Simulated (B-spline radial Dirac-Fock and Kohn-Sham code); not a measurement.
## Magnetic form factor of the 4f shell of Sm³⁺

System: samarium as Sm³⁺, configuration [Xe] 4f3 5d2 (an excited configuration).

These are calculated numbers from a radial finite-basis atomic code; the model is Dirac-Fock orbitals of the configuration average with a finite nucleus. ⟨j_K⟩ is the integral of the 4f radial density with the spherical Bessel function j_K(4πsr), s = sin θ/λ.

| s (Å⁻¹) | ⟨j0⟩ | ⟨j2⟩ | ⟨j4⟩ | ⟨j6⟩ |
| --- | --- | --- | --- | --- |
| 0 | 1.0000 | 0.0000 | 0.0000 | 0.0000 |
| 0.05 | 0.9858 | 0.0057 | 0.0000 | 0.0000 |
| 0.1 | 0.9445 | 0.0218 | 0.0003 | 0.0000 |
| 0.15 | 0.8806 | 0.0461 | 0.0012 | 0.0000 |
| 0.2 | 0.7999 | 0.0753 | 0.0034 | 0.0001 |
| 0.25 | 0.7091 | 0.1058 | 0.0073 | 0.0004 |
| 0.3 | 0.6144 | 0.1348 | 0.0131 | 0.0010 |
| 0.35 | 0.5211 | 0.1600 | 0.0206 | 0.0021 |
| 0.4 | 0.4329 | 0.1799 | 0.0295 | 0.0038 |
| 0.45 | 0.3525 | 0.1941 | 0.0393 | 0.0061 |
| 0.5 | 0.2813 | 0.2026 | 0.0494 | 0.0091 |
| 0.6 | 0.1671 | 0.2046 | 0.0685 | 0.0167 |
| 0.7 | 0.0877 | 0.1918 | 0.0839 | 0.0257 |
| 0.8 | 0.0362 | 0.1705 | 0.0941 | 0.0349 |
| 0.9 | 0.0050 | 0.1457 | 0.0991 | 0.0433 |
| 1 | -0.0124 | 0.1209 | 0.0996 | 0.0503 |
| 1.1 | -0.0206 | 0.0979 | 0.0965 | 0.0554 |
| 1.2 | -0.0234 | 0.0777 | 0.0911 | 0.0588 |
| 1.4 | -0.0208 | 0.0467 | 0.0763 | 0.0605 |
| 1.6 | -0.0150 | 0.0265 | 0.0604 | 0.0575 |

Radial moments of the shell: ⟨r²⟩ = 0.7802, ⟨r⁴⟩ = 1.299, ⟨r⁶⟩ = 4.090 in powers of bohr.
